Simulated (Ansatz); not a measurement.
Steps of a relaxation of CH6AlFOSi, SMILES `C[SiH](F)[O][AlH2]` with RKS PBE0-D4/def2-TZVP.

```sh
$ ansatz run in.yaml --threads 4 --pin off --events-out ev --progress --plain --max-ram 10444MiB
```

```yaml
crystal:
  periodic: [false, false, false]
  atoms:
    - {symbol: C, position_ang: [-1.225341, -0.224699, 1.501343]}
    - {symbol: Si, position_ang: [-0.398286, 0.828460, 0.201805]}
    - {symbol: F, position_ang: [0.615438, 1.875270, 0.959658]}
    - {symbol: O, position_ang: [0.490110, -0.110306, -0.830256]}
    - {symbol: Al, position_ang: [1.705185, -0.728064, -1.877714]}
    - {symbol: H, position_ang: [-1.924298, -0.946470, 1.032409]}
    - {symbol: H, position_ang: [-1.799560, 0.401610, 2.213747]}
    - {symbol: H, position_ang: [-0.470377, -0.798750, 2.075916]}
    - {symbol: H, position_ang: [-1.362989, 1.659152, -0.592176]}
    - {symbol: H, position_ang: [3.048710, 0.105179, -2.075771]}
    - {symbol: H, position_ang: [1.386708, -2.118282, -2.588361]}
basis:
  gaussian: {orbitals: def2-TZVP}
hamiltonian: {xc: pbe0, dispersion: d4}
relax: {f_tol: 0.005, max_steps: 150}
```

Positions (Å) and forces (eV/Å) along the path, 12 of 30 steps:

```xyz
11
step=1 energy=-20368.4970 eV
C    -1.225   -0.225    1.501   -0.067   -0.076    0.151
Si   -0.398    0.828    0.202    1.121   -0.115   -0.208
F     0.615    1.875    0.960   -0.792   -0.782   -0.579
O     0.490   -0.110   -0.830   -0.163    0.483    0.327
Al    1.705   -0.728   -1.878   -0.463    0.246    0.405
H    -1.924   -0.946    1.032    0.333    0.349    0.201
H    -1.800    0.402    2.214    0.274   -0.289   -0.341
H    -0.470   -0.799    2.076   -0.351    0.276   -0.273
H    -1.363    1.659   -0.592    0.242   -0.164    0.194
H     3.049    0.105   -2.076   -0.182   -0.113    0.029
H     1.387   -2.118   -2.588    0.048    0.186    0.095
11
step=2 energy=-20368.5666 eV
C    -1.217   -0.224    1.494   -0.006    0.013    0.001
Si   -0.393    0.815    0.197    0.795   -0.012   -0.064
F     0.608    1.855    0.945   -0.471   -0.479   -0.342
O     0.484   -0.111   -0.826   -0.096    0.273    0.186
Al    1.691   -0.719   -1.865   -0.318    0.149    0.278
H    -1.910   -0.936    1.029    0.089    0.090    0.063
H    -1.784    0.401    2.195    0.079   -0.082   -0.100
H    -0.472   -0.791    2.065   -0.098    0.075   -0.077
H    -1.343    1.645   -0.586    0.037   -0.040    0.044
H     3.023    0.106   -2.058   -0.022   -0.008    0.005
H     1.380   -2.097   -2.570    0.010    0.020    0.005
11
step=3 energy=-20368.5898 eV
C    -1.208   -0.222    1.484   -0.010   -0.003   -0.007
Si   -0.381    0.806    0.192    0.006    0.040    0.054
F     0.605    1.831    0.930   -0.006    0.002    0.000
O     0.479   -0.107   -0.818    0.038   -0.029   -0.056
Al    1.674   -0.712   -1.845   -0.005   -0.007   -0.013
H    -1.899   -0.932    1.023   -0.004   -0.003    0.005
H    -1.772    0.404    2.178   -0.007    0.001    0.011
H    -0.468   -0.788    2.056    0.002   -0.009    0.014
H    -1.334    1.634   -0.584   -0.021    0.011   -0.013
H     3.003    0.117   -2.038    0.002   -0.004    0.003
H     1.368   -2.087   -2.557    0.006    0.000    0.002
11
step=4 energy=-20368.5900 eV
C    -1.209   -0.222    1.485    0.006   -0.004   -0.002
Si   -0.380    0.807    0.193    0.004    0.005    0.005
F     0.605    1.832    0.930   -0.003   -0.002    0.000
O     0.481   -0.107   -0.821    0.001    0.009   -0.010
Al    1.674   -0.711   -1.850    0.000   -0.010    0.010
H    -1.900   -0.932    1.025   -0.001   -0.001    0.000
H    -1.774    0.404    2.179    0.000    0.003    0.000
H    -0.471   -0.788    2.059   -0.002   -0.002    0.005
H    -1.336    1.634   -0.583   -0.003   -0.001   -0.002
H     3.005    0.115   -2.039    0.000    0.002   -0.002
H     1.371   -2.089   -2.559   -0.001    0.001   -0.003
11
step=8 energy=-20368.5833 eV rejected
C    -1.237   -0.206    1.505   -0.014    0.074   -0.005
Si   -0.363    0.768    0.199    0.164   -0.127    0.034
F     0.666    1.767    0.919   -0.068   -0.025   -0.026
O     0.470   -0.221   -0.774    0.089    0.080   -0.168
Al    1.673   -0.700   -1.872   -0.087    0.040    0.170
H    -1.938   -0.909    1.051   -0.021    0.002   -0.004
H    -1.795    0.456    2.172   -0.014   -0.022    0.014
H    -0.525   -0.779    2.106    0.008    0.024   -0.019
H    -1.269    1.623   -0.608    0.000   -0.029    0.019
H     2.935    0.231   -2.086   -0.065   -0.036   -0.004
H     1.447   -2.087   -2.592    0.008    0.018   -0.011
11
step=9 energy=-20368.5303 eV rejected
C    -1.192   -0.244    1.486    0.403    0.451   -0.958
Si   -0.416    0.855    0.165    0.904   -1.222    0.887
F     0.580    1.853    0.938   -0.215    0.083   -0.165
O     0.491   -0.067   -0.820   -0.319    0.333    0.002
Al    1.672   -0.715   -1.837   -0.225    0.035    0.174
H    -1.868   -0.950    1.015   -0.203   -0.199   -0.046
H    -1.748    0.373    2.166   -0.413    0.287    0.500
H    -0.442   -0.796    2.047    0.174   -0.023    0.009
H    -1.362    1.657   -0.594   -0.318    0.287   -0.258
H     3.019    0.048   -2.006    0.260    0.154   -0.039
H     1.332   -2.070   -2.540   -0.049   -0.186   -0.106
11
step=13 energy=-20368.5902 eV rejected
C    -1.187   -0.231    1.478    0.004   -0.001   -0.002
Si   -0.392    0.831    0.191    0.010   -0.009    0.001
F     0.553    1.890    0.933   -0.005   -0.006   -0.002
O     0.504   -0.049   -0.822   -0.001    0.001    0.009
Al    1.674   -0.721   -1.835   -0.013    0.016   -0.033
H    -1.851   -0.965    1.013    0.004    0.004    0.003
H    -1.778    0.373    2.170    0.000    0.001    0.001
H    -0.432   -0.771    2.055   -0.007    0.003   -0.003
H    -1.374    1.624   -0.587    0.000   -0.002    0.001
H     3.060    0.018   -1.987    0.001   -0.010    0.012
H     1.288   -2.055   -2.588    0.008    0.001    0.014
11
step=15 energy=-20368.5904 eV
C    -1.187   -0.231    1.477    0.001   -0.004    0.003
Si   -0.392    0.830    0.190    0.001    0.003   -0.004
F     0.557    1.885    0.932   -0.001   -0.003   -0.001
O     0.499   -0.049   -0.828   -0.001    0.000    0.003
Al    1.672   -0.718   -1.839    0.001    0.002   -0.004
H    -1.855   -0.962    1.013    0.002    0.002    0.002
H    -1.774    0.375    2.172    0.001    0.000   -0.002
H    -0.434   -0.775    2.053   -0.003    0.002   -0.001
H    -1.375    1.626   -0.584    0.001   -0.001    0.001
H     3.058    0.023   -1.986   -0.003   -0.003    0.002
H     1.296   -2.060   -2.580    0.002    0.003    0.002
11
step=17 energy=-20368.5902 eV rejected
C    -1.178   -0.232    1.481   -0.023   -0.020    0.029
Si   -0.397    0.829    0.187   -0.014    0.057   -0.023
F     0.538    1.901    0.922    0.004   -0.006    0.000
O     0.502   -0.037   -0.834    0.005   -0.024    0.016
Al    1.672   -0.719   -1.839    0.030   -0.005   -0.033
H    -1.832   -0.977    1.022    0.004    0.005    0.005
H    -1.778    0.375    2.164    0.015   -0.015   -0.015
H    -0.421   -0.758    2.070   -0.001    0.006   -0.008
H    -1.393    1.609   -0.587    0.002   -0.003    0.007
H     3.087   -0.023   -1.938   -0.029   -0.017    0.006
H     1.265   -2.028   -2.627    0.008    0.021    0.016
11
step=20 energy=-20368.5904 eV
C    -1.178   -0.231    1.482   -0.008   -0.001    0.006
Si   -0.398    0.829    0.185    0.002    0.013    0.003
F     0.537    1.903    0.919   -0.003   -0.001   -0.002
O     0.503   -0.043   -0.829   -0.006   -0.006    0.000
Al    1.671   -0.718   -1.841    0.019   -0.009   -0.005
H    -1.832   -0.979    1.026    0.002    0.002    0.000
H    -1.778    0.375    2.166    0.003   -0.005   -0.001
H    -0.418   -0.753    2.069    0.001    0.000   -0.002
H    -1.393    1.607   -0.592    0.000    0.001    0.000
H     3.088   -0.027   -1.929   -0.014   -0.007   -0.001
H     1.262   -2.020   -2.636    0.004    0.013    0.004
11
step=29 energy=-20368.5906 eV
C    -1.160   -0.226    1.493   -0.003   -0.003    0.001
Si   -0.417    0.828    0.169   -0.002    0.004   -0.003
F     0.510    1.930    0.870    0.000   -0.004   -0.002
O     0.483   -0.048   -0.844   -0.002    0.003    0.005
Al    1.670   -0.722   -1.835    0.005   -0.004   -0.002
H    -1.813   -0.986    1.057    0.002    0.001    0.001
H    -1.753    0.378    2.183    0.002    0.000   -0.002
H    -0.381   -0.734    2.068    0.001   -0.001    0.001
H    -1.436    1.577   -0.606    0.001    0.000   -0.001
H     3.126   -0.115   -1.792   -0.007   -0.003   -0.001
H     1.236   -1.938   -2.744    0.003    0.005    0.002
11
step=30 energy=-20368.5906 eV
C    -1.158   -0.226    1.494   -0.004   -0.001    0.000
Si   -0.419    0.827    0.167    0.001    0.001   -0.002
F     0.508    1.931    0.865    0.000   -0.003   -0.001
O     0.481   -0.050   -0.844    0.000    0.002    0.002
Al    1.670   -0.722   -1.834    0.003    0.001   -0.002
H    -1.813   -0.986    1.061    0.002    0.000    0.001
H    -1.750    0.380    2.185    0.001    0.000   -0.001
H    -0.379   -0.733    2.068    0.001    0.000    0.001
H    -1.439    1.574   -0.608    0.000    0.000    0.000
H     3.128   -0.122   -1.781   -0.004   -0.001    0.001
H     1.237   -1.930   -2.754    0.001    0.001    0.001
```

It took 79 s on 4 threads of an Arm Neoverse V2 on a shared host, with 0.56 GiB of host memory at the peak.
